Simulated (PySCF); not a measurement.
Species: C7H7S (doublet state).
SMILES with atom numbers: `[S:1][C@@H:2]1[CH2:3][C:4]12[CH:5]=[CH:6][CH:7]=[CH:8]2` (hydrogens: H9 on C2; H10, H11 on C3; H12 on C5; H13 on C6; H14 on C7; H15 on C8)

Computed, not measured: PySCF, UKS B3LYP, pcH-1 on C H S, non-relativistic, mean-field spin-orbit, GIAO. Isolated species at its GFN2-xTB geometry, gas phase. A GFN2-xTB geometry isn't a minimum of the functional, and hyperfine couplings can be far from their values at a DFT geometry, by a factor of two or more for some ions and for spin on atoms past the first row.

Output of the driver script. The program numbers atoms from 0.

```
UKS, coarse grid
  cycle   1  E = -669.01947769  |g| = 2.91e-01
  cycle   2  E = -669.02085293  |g| = 2.99e-01
  cycle   3  E = -669.06370428  |g| = 8.43e-02
  cycle   4  E = -669.06649788  |g| = 4.74e-02
  cycle   5  E = -669.06770484  |g| = 1.10e-02
  cycle   6  E = -669.06778135  |g| = 7.54e-03
  cycle   7  E = -669.06781950  |g| = 1.54e-03
  cycle   8  E = -669.06782636  |g| = 1.28e-03
  cycle   9  E = -669.06783042  |g| = 6.64e-04
UKS, final grid
  cycle   1  E = -669.06784655  |g| = 7.24e-04
  cycle   2  E = -669.06784857  |g| = 1.11e-03
  cycle   3  E = -669.06784976  |g| = 4.17e-04
  cycle   4  E = -669.06785299  |g| = 4.05e-04
  cycle   5  E = -669.06785629  |g| = 1.65e-04
  cycle   6  E = -669.06785644  |g| = 7.15e-05
  cycle   7  E = -669.06785646  |g| = 5.42e-05
  cycle   8  E = -669.06785647  |g| = 2.72e-05
  cycle   9  E = -669.06785648  |g| = 1.49e-05
E = -669.06785648 Eh   <S^2> = 0.7540 (exact 0.7500)
g shifts (ppm)      1          2          3
  rmc          -222       -222       -222
  gc             -8         45         44
  oz_so         133      14918     217291
  total         -96      14744     217115
hyperfine (MHz)  atom isotope    a_iso     a_fc   dipolar eigenvalues
    0   33S      16.94      16.94    -80.17    -79.39    159.57
    1   13C     -18.26     -18.26     -4.39     -1.77      6.15
    2   13C      21.67      21.67     -5.65     -5.25     10.90
    3   13C      26.03      26.03     -9.19     -8.89     18.08
    4   13C      -1.15      -1.15     -5.24      1.32      3.93
    5   13C       7.03       7.03     -4.72     -3.92      8.64
    6   13C      -2.46      -2.46     -2.25      0.78      1.47
    7   13C       0.46       0.46     -3.18     -2.46      5.65
    8    1H      -2.25      -2.25     -3.36     -1.97      5.33
    9    1H      -2.07      -2.07     -3.91     -0.68      4.59
   10    1H      10.02      10.02     -3.14     -1.33      4.47
   11    1H       1.18       1.18     -1.45     -0.73      2.18
   12    1H      -1.66      -1.66     -2.60     -0.48      3.08
   13    1H       1.20       1.20     -0.88     -0.21      1.10
   14    1H      -1.49      -1.49     -3.01     -0.62      3.63
```

**Question.** The SCF converged. Why should these EPR parameters still be doubted?

**Answer.** The largest g shift is +0.217, past the limit of 0.03 at which the run flags a species of elements up to argon. The orbital-Zeeman/spin–orbit term is second order, a sum of spin–orbit matrix elements over excitation energies, so it grows and becomes less reliable as an excited state comes close; a shift this large should be checked with a method that treats spin–orbit coupling variationally or among several states. The contact and dipolar couplings don't rest on that expansion, but they belong to the state that the SCF found, and a close-lying state with the spin in another orbital would have other couplings; no stability test was run. The run left out the spin–orbit part of the hyperfine coupling.

**Question.** Where is the spin in this solution (atoms counted from 1)?

**Answer.** The largest Mulliken spin populations are on S1 (+0.87) and C4 (+0.08). No atom but S1 exceeds +0.15. ⟨S²⟩ = 0.7540 against the exact 0.7500, so spin contamination is small. 

**Question.** Average a_iso over equivalent nuclei, turn it into first-order splittings with g = 2.0023, and give the multiplets for abundant isotopes (0.05 mT or more).

**Answer.** 
```csv
nuclei (from 1),isotope,I,position,a_iso (MHz),|a| (mT),splits into
H11,1H,1/2,3 bonds from S1,10.0,0.36,1:1 doublet
H9,1H,1/2,2 bonds from S1,-2.2,0.08,1:1 doublet
H10,1H,1/2,3 bonds from S1,-2.1,0.07,1:1 doublet
H13,1H,1/2,5 bonds from S1,-1.7,0.06,1:1 doublet
H15,1H,1/2,4 bonds from S1,-1.5,0.05,1:1 doublet
```
